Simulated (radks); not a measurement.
The numbers below are computed, except where a source is named.
Q: These are the eigenvalues of the occupied orbitals of an atom or ion with whole-number occupations (hartree). Code: a radial shooting solver on a logarithmic mesh with Libxc functionals. Model: scalar-relativistic Kohn-Sham, PBE, spin-unpolarised, spherical densities, finite nucleus; Fermi nuclear charge, rms radius of each element as measured or else 0.836 A^(1/3) + 0.57 fm.

orbital  eigenvalue
1s        -461.6331
2s        -106.9400
3d        -43.22189

Which element is it, and in what charge state? The configuration may be excited.

A: Z = 31, gallium, charge +27: Ga27+ in 1s1 2s2 3d1. The list shows which subshells hold electrons but not how many an open one holds; the 1s level, -461.63 hartree, gives Z - s = 30.4 by -(Z - s)^2/2, which with screening and relativity narrows Z to a few neighbours, and the depths of the outer levels then fix element, charge and occupations together.
